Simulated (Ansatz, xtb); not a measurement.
Stretching the Si2–O1 bond in H2OSi (SMILES O=[SiH2]) (multiplicity 1 held, fragments rigid). Energies count from the point at 1.519 Å.
Geometry at that point (charge 0, multiplicity 1):
```csv
atom,x (Å),y (Å),z (Å)
O,1.0006,-0.4060,-0.0692
Si,-0.4045,0.1641,0.0280
H,-1.6181,-0.5359,-0.4515
H,-0.7239,1.4862,0.6135
```

Restricted levels (R-, RO-) in cc, def2 and unpolarised 6-31G sets keep to the state of the molecule at rest. Unrestricted levels (U-) break spin symmetry where that is lower. Left out are points that failed, MP2 points that dive below the minimum, coupled-cluster points behind a jump of the amplitudes or a sharp parting from full CI or MRCI, small-basis points behind a change of solution, and semi-empirical points at long bonds. Curves can end on different states.

Correlated levels freeze the cores.

Programs: Ansatz (Gaussian orbitals); xtb for the GFN methods. Values without a source in brackets are computed. The GFN methods have no spin term and hold the electronic entropy of 300 K.

Energies in kcal/mol.

```
R (Å)  GFN2-xTB  U-HF/cc-pV(D+d)Z  R-MP2/cc-pV(D+d)Z  U-SCS-MP2/cc-pV(D+d)Z
-----  --------  ----------------  -----------------  ---------------------
1.216     165.0             105.6                  ?                  121.5
1.368      22.8              16.0               24.9                   24.4
1.519       0.0               0.0                0.0                    0.0
1.671      16.2              15.0                  ?                   27.0
1.823      44.2              32.3               28.8                   58.5
2.051      89.6              58.5               80.9                   95.2
2.279     130.7              74.0              136.6                  128.0
2.659     181.4              81.7              183.7                  147.4
3.039     209.5              83.4              202.8                  152.2
3.495     225.3              83.9              211.8                  153.7
4.103  left out              84.0              215.5                  154.1
4.862  left out              84.1                  ?                  154.4
```

Problem. Some entries are withheld; supply them.

Solution. 
- 1.671, R-MP2/cc-pV(D+d)Z: 7.3
- 4.862, R-MP2/cc-pV(D+d)Z: 216.6
- 1.216, R-MP2/cc-pV(D+d)Z: 122.4

Doubts at one or more of the structures used: a spin-contaminated determinant (U-HF/cc-pV(D+d)Z, U-SCS-MP2/cc-pV(D+d)Z); a restricted determinant that unrestricted orbitals would lower (R-MP2/cc-pV(D+d)Z).

Ansatz is a quantum-chemistry and plane-wave program.
